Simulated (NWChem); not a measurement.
# AlH2O2F; SMILES [F][Al]([OH])[OH]

```xyz
6

Al    -0.0091     0.0332     0.0000
F     -1.6367     0.3100     0.0000
O      1.0347     1.3753     0.0000
H      1.9885     1.2256     0.0000
O      0.6119    -1.5533     0.0000
H      0.0155    -2.3120     0.0000
```
Atoms are numbered in this order, from 1.

Results from NWChem. Pople sets run with spherical d functions. The geometry was optimised at B3LYP/6-31G* (spherical d). Atomic charges in e: unrestrained fits to the electrostatic potential beside Mulliken populations; buried atoms are poorly determined by the fit.

For level B3LYP/def2-SVP:

- ESP Al1 = 1.27
- Mulliken Al1 = 0.93
- Mulliken F2 = -0.40
- ESP O3 = -0.78
- Mulliken O3 = -0.45
- ESP O5 = -0.83
- Mulliken O5 = -0.46

Q: What are these values for level Hartree-Fock/6-31G*?

A: 
- ESP Al1: 1.50
- Mulliken Al1: 1.54
- Mulliken F2: -0.61
- ESP O3: -0.91
- Mulliken O3: -0.94
- ESP O5: -0.95
- Mulliken O5: -0.95
